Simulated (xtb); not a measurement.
A run for xtb: GFN2-xTB on BeFGeH3 (SMILES [F][Be][GeH3]), a point of a bond scan (R = 2.699 Å).

```
$ xtb mol.xyz --gfn 2 --sp --chrg 0 --uhf 0
6

Be    -0.34700396     0.98817189    -0.89659132
F     -0.69229152     1.97145592    -1.78874778
Ge     0.20508824    -0.58403493     0.52990846
H      1.78575176    -2.46595430    -0.58594148
H      0.97518869    -0.02594309     1.74412931
H     -1.02769739    -1.32131271     1.09161526
```

Program output:

```
[...]
           -------------------------------------------------
          |                Calculation Setup                |
           -------------------------------------------------



molecular fragmentation (1/2 indicates fragments):
111211
# atoms in fragment 1/2:     5     1
 fragment masses (1/2) :      102.65        1.01
CMA distance (Bohr)    :   5.910
constraining FC (au)   :  0.0500

           -------------------------------------------------
          |                 G F N 2 - x T B                 |
           -------------------------------------------------

        Reference                      10.1021/acs.jctc.8b01176
      * Hamiltonian:
        H0-scaling (s, p, d)           1.850000    2.230000    2.230000
        zeta-weighting                 0.500000
      * Dispersion:
        s8                             2.700000
        a1                             0.520000
        a2                             5.000000
        s9                             5.000000
      * Repulsion:
        kExp                           1.500000    1.000000
        rExp                           1.000000
      * Coulomb:
        alpha                          2.000000
        third order                    shell-resolved
        anisotropic                    true
        a3                             3.000000
        a5                             4.000000
        cn-shift                       1.200000
        cn-exp                         4.000000
        max-rad                        5.000000


          ...................................................
          :                      SETUP                      :
          :.................................................:
          :  # basis functions                  21          :
          :  # atomic orbitals                  20          :
          :  # shells                           10          :
          :  # electrons                        16          :
          :  max. iterations                   250          :
          :  Hamiltonian                  GFN2-xTB          :
          :  restarted?                      false          :
          :  GBSA solvation                  false          :
          :  PC potential                    false          :
          :  electronic temp.          300.0000000     K    :
          :  accuracy                    1.0000000          :
          :  -> integral cutoff          0.2500000E+02      :
          :  -> integral neglect         0.1000000E-07      :
          :  -> SCF convergence          0.1000000E-05 Eh   :
          :  -> wf. convergence          0.1000000E-03 e    :
          :  Broyden damping             0.4000000          :
          :  net charge                          0          :
          :  unpaired electrons                  0          :
          ...................................................

 iter      E             dE          RMSdq      gap      omega  full diag
   1     -1.2561213 -0.125612E+01  0.253E+01    0.77       0.0  T
   2     -5.4096461 -0.415352E+01  0.288E+01    1.48       1.0  T
   3     -6.8325659 -0.142292E+01  0.167E+01    2.76       1.0  T
   4     -8.0230176 -0.119045E+01  0.822E+00    1.73       1.0  T
   5     -8.7622469 -0.739229E+00  0.894E+00    1.77       1.0  T
   6     -8.0907103  0.671537E+00  0.743E+00    1.84       1.0  T
   7     -8.8630471 -0.772337E+00  0.370E+00    1.44       1.0  T
   8     -8.8554015  0.764561E-02  0.303E+00    1.54       1.0  T
   9     -8.8690235 -0.136220E-01  0.226E+00    1.47       1.0  T
  10     -8.8701211 -0.109763E-02  0.130E+00    1.50       1.0  T
  11     -8.8693208  0.800324E-03  0.530E-01    1.48       1.0  T
  12     -8.8701285 -0.807723E-03  0.316E-01    1.49       1.0  T
  13     -8.8703177 -0.189207E-03  0.190E-01    1.52       1.0  T
  14     -8.8704962 -0.178411E-03  0.519E-02    1.50       1.0  T
  15     -8.8705223 -0.261868E-04  0.223E-02    1.51       1.8  T
  16     -8.8705223  0.646168E-07  0.113E-02    1.51       3.6  T
  17     -8.8705223 -0.304041E-08  0.414E-03    1.51       9.9  T
  18     -8.8705224 -0.118404E-06  0.451E-04    1.51      90.6  T
  19     -8.8705224  0.630269E-09  0.465E-04    1.51      87.8  T

   *** convergence criteria satisfied after 19 iterations ***

         #    Occupation            Energy/Eh            Energy/eV
      -------------------------------------------------------------
         1        2.0000           -0.8122462             -22.1023
         2        2.0000           -0.6142030             -16.7133
         3        2.0000           -0.5276076             -14.3569
         4        2.0000           -0.5274097             -14.3515
         5        2.0000           -0.5271214             -14.3437
         6        2.0000           -0.4452044             -12.1146
         7        2.0000           -0.4113995             -11.1947
         8        2.0000           -0.3576356              -9.7318 (HOMO)
         9                         -0.3022895              -8.2257 (LUMO)
        10                         -0.2431923              -6.6176
        11                         -0.2123356              -5.7779
        12                         -0.0969993              -2.6395
        13                         -0.0934398              -2.5426
       ...                                ...                  ...
        20                          1.1180830              30.4246
      -------------------------------------------------------------
                  HL-Gap            0.0553461 Eh            1.5060 eV
             Fermi-level           -0.3299626 Eh           -8.9787 eV

 SCC (total)                   0 d,  0 h,  0 min,  0.004 sec
 SCC setup                      ...        0 min,  0.000 sec (  2.074%)
 Dispersion                     ...        0 min,  0.000 sec (  0.715%)
 classical contributions        ...        0 min,  0.000 sec (  0.401%)
 integral evaluation            ...        0 min,  0.001 sec ( 13.295%)
 iterations                     ...        0 min,  0.002 sec ( 61.398%)
 molecular gradient             ...        0 min,  0.001 sec ( 20.421%)
 printout                       ...        0 min,  0.000 sec (  1.484%)

         :::::::::::::::::::::::::::::::::::::::::::::::::::::
         ::                     SUMMARY                     ::
         :::::::::::::::::::::::::::::::::::::::::::::::::::::
         :: total energy              -8.835482606852 Eh    ::
         :: gradient norm              0.047483302293 Eh/a0 ::
         :: HOMO-LUMO gap              1.506043297762 eV    ::
         ::.................................................::
         :: SCC energy                -8.870520910274 Eh    ::
         :: -> isotropic ES           -0.024938336580 Eh    ::
         :: -> anisotropic ES          0.004685136369 Eh    ::
         :: -> anisotropic XC          0.000697326129 Eh    ::
         :: -> dispersion             -0.002480993736 Eh    ::
         :: repulsion energy           0.035038303422 Eh    ::
         :: add. restraining           0.000000000000 Eh    ::
         :: total charge               0.000000000000 e     ::
         :::::::::::::::::::::::::::::::::::::::::::::::::::::

           -------------------------------------------------
          |                Property Printout                |
           -------------------------------------------------

    * Orbital Energies and Occupations

         #    Occupation            Energy/Eh            Energy/eV
      -------------------------------------------------------------
         1        2.0000           -0.8122462             -22.1023
         2        2.0000           -0.6142030             -16.7133
         3        2.0000           -0.5276076             -14.3569
         4        2.0000           -0.5274097             -14.3515
Note: The following floating-point exceptions are signalling: IEEE_DENORMAL
normal termination of xtb
         5        2.0000           -0.5271214             -14.3437
         6        2.0000           -0.4452044             -12.1146
         7        2.0000           -0.4113995             -11.1947
         8        2.0000           -0.3576356              -9.7318 (HOMO)
         9                         -0.3022895              -8.2257 (LUMO)
        10                         -0.2431923              -6.6176
        11                         -0.2123356              -5.7779
        12                         -0.0969993              -2.6395
        13                         -0.0934398              -2.5426
        14                         -0.0652321              -1.7751
        15                          0.0655021               1.7824
        16                          0.0694135               1.8888
        17                          0.2669758               7.2648
        18                          0.6145493              16.7227
        19                          0.9962313              27.1088
        20                          1.1180830              30.4246
      -------------------------------------------------------------
                  HL-Gap            0.0553461 Eh            1.5060 eV
             Fermi-level           -0.3299626 Eh           -8.9787 eV

     #   Z          covCN         q      C6AA      α(0)
     1   4 Be       1.565     0.576    14.938     9.304
     2   9 F        0.668    -0.360    13.050     4.264
     3  32 Ge       2.749     0.071   219.979    28.907
     4   1 H        0.000    -0.207    28.366     9.739
     5   1 H        0.926    -0.039     3.843     3.066
     6   1 H        0.926    -0.039     3.843     3.066

 Mol. C6AA /au·bohr⁶  :        957.349032
 Mol. C8AA /au·bohr⁸  :      45009.752734
 Mol. α(0) /au        :         58.344984


Wiberg/Mayer (AO) data.
largest (>0.10) Wiberg bond orders for each atom

 ---------------------------------------------------------------------------
     #   Z sym  total        # sym  WBO       # sym  WBO       # sym  WBO
 ---------------------------------------------------------------------------
     1   4 Be   2.221 --     2 F    1.136     3 Ge   0.731     4 H    0.157
     2   9 F    1.132 --     1 Be   1.136
     3  32 Ge   3.146 --     5 H    0.845     6 H    0.845     4 H    0.751
                             1 Be   0.731
     4   1 H    0.957 --     3 Ge   0.751     1 Be   0.157
     5   1 H    0.998 --     3 Ge   0.845
     6   1 H    0.998 --     3 Ge   0.845
 ---------------------------------------------------------------------------

Topologies differ in total number of bonds
Writing topology from bond orders to xtbtopo.mol

molecular dipole:
                 x           y           z       tot (Debye)
 q only:       -0.575       0.722       0.331
   full:       -0.867       1.152       0.376       3.787
molecular quadrupole (traceless):
                xx          xy          yy          xz          yz          zz
 q only:        2.446       6.139      -4.531      -0.349       2.663       2.086
  q+dip:        2.853       5.655      -4.626      -1.165       3.996       1.773
   full:        3.286       7.205      -5.539      -0.881       4.085       2.254


           -------------------------------------------------
          | TOTAL ENERGY               -8.835482606852 Eh   |
          | GRADIENT NORM               0.047483302293 Eh/α |
          | HOMO-LUMO GAP               1.506043297762 eV   |
           -------------------------------------------------

------------------------------------------------------------------------
------------------------------------------------------------------------
 total:
 SCF:
```

The run finished.

Cost: roughly 0.03 core-seconds.
